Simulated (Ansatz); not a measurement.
A structure relaxed at PBE0-D4/def2-SVPD in Ansatz, charge -1, singlet:

```xyz
7

Ga    0.5311   -2.7458    2.3511
Ga    0.9220    1.7348    0.7615
Ga   -1.2422    1.0455   -2.7766
Ga   -0.8159    0.1052   -0.4046
Ga   -0.4082    2.7874   -1.0466
Ga    1.4378   -0.6330    1.0980
Ga   -0.4247   -2.2941    0.0172
```

Task: Give its formula.

Result: Ga₇⁻.

Task: Summarise the bond lengths by kind (pairs closer than 1.2 times the sum of covalent radii, bridged metal pairs left out).

Result: 11 × Ga–Ga 2.45 to 2.81 Å.

Another isomer (singlet) lies 1.43 eV lower at PBE0-D4/def2-SVP; other spin states weren't run for this one.
